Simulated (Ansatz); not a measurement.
A nudged elastic band was laid between two geometries of CH8AsNSi (12 atoms, charge 0, multiplicity 1).

The calculation used Ansatz 0.2.0, RKS PBE-D4/def2-SVP.

```yaml
movable_images: 7
climbing_image: yes
spring: 5.0 eV/Å²
optimiser: quadratic models (default)
start_path: IDPP
force_threshold: 0.03 eV/Å
iteration_limit: 60
end_points: relaxed
```

Image 0:

```xyz
12
Properties=species:S:1:pos:R:3
C -0.830 1.273 -0.559
N -0.380 0.001 0.004
Si 1.043 -0.057 1.032
As -0.955 -1.524 -0.935
H -1.894 1.209 -0.876
H -0.765 2.073 0.210
H -0.242 1.618 -1.444
H 0.971 -1.298 1.878
H 1.037 1.175 1.900
H 2.355 -0.091 0.278
H 0.372 -1.916 -1.657
H -0.636 -2.517 0.203
```

Image 8:

```xyz
12
Properties=species:S:1:pos:R:3
C -1.232 1.044 -0.117
N -0.358 -0.125 -0.028
Si 1.044 -0.105 1.028
As -0.433 -1.280 -1.511
H -2.225 0.762 -0.528
H -1.405 1.465 0.897
H -0.832 1.869 -0.754
H 0.665 0.638 2.284
H 2.262 0.572 0.436
H 1.423 -1.524 1.348
H 0.908 -0.907 -2.215
H 0.261 -2.465 -0.806
```

Problem. What changes between the two ends?

Solution. No bond is made or broken. The dihedral As4–N2–Si3–H10 goes from 74 to -46°. The two ends are copies of one structure, up to a mirror image or an exchange of like atoms.

Problem. Give the energies along the band, and the barrier.

Solution. The run converged. The highest image is number 5 of 0 to 8, 4.4 kJ/mol above the ends, which have the same energy within 2 meV. The profile has 2 maxima (images 2, 5) with wells between them (image 3): this band takes more than one step, which may be the mechanism or a detour left from its start path. A vibrational analysis at the climbing image gives one clearly imaginary mode, 118i cm⁻¹: a first-order saddle point.

| image | path coordinate (Å) | energy (kJ/mol) | dihedral As4–N2–Si3–H10 (°) |
| --- | --- | --- | --- |
| 0 | 0.00 | 0.0 | 74 |
| 1 | 0.95 | 2.8 | 63 |
| 2 | 1.90 | 3.0 | 59 |
| 3 | 2.86 | 0.1 | 49 |
| 4 | 3.81 | 1.9 | 27 |
| 5 | 4.76 | 4.4 | 0 |
| 6 | 5.38 | 3.2 | -18 |
| 7 | 6.00 | 1.0 | -33 |
| 8 | 6.62 | 0.0 | -46 |

Problem. What is the geometry of the highest image?

Solution. 
```xyz
12
Properties=species:S:1:pos:R:3:forces:R:3
C -1.252 1.011 -0.038 0.00 0.00 0.00
N -0.217 -0.013 -0.178 0.00 0.00 0.00
Si 1.152 0.031 0.918 0.00 0.00 0.00
As -0.471 -1.280 -1.532 0.00 0.00 0.00
H -2.052 0.867 -0.793 0.00 0.00 0.00
H -1.741 0.983 0.964 0.00 0.00 0.00
H -0.849 2.041 -0.184 0.00 0.00 0.00
H 0.706 -0.087 2.358 0.00 0.00 0.00
H 1.906 1.335 0.802 0.00 0.00 0.00
H 2.066 -1.111 0.580 0.00 0.00 0.00
H 0.956 -1.271 -2.136 0.00 0.00 0.00
H -0.127 -2.560 -0.727 0.00 0.00 0.00
```

Time of the run: 6.4 min on 2 threads of Arm Neoverse V2, on a shared host, peak memory 0.17 GiB.
